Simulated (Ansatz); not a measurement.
Species: CH$_{2}$B$_{2}$, SMILES `B1B=C1` (charge 0, multiplicity 1), formula CH2B2.

How many basis functions does Ansatz (an electronic-structure program) with frozen-core CCSD(T)/cc-pVTZ // B3LYP-D3(BJ)/def2-TZVP use, how many core orbitals are frozen, and how many electrons are correlated?

118 basis functions and 3 frozen orbitals, which leaves 12 correlated electrons. Core time is of the order of seconds.
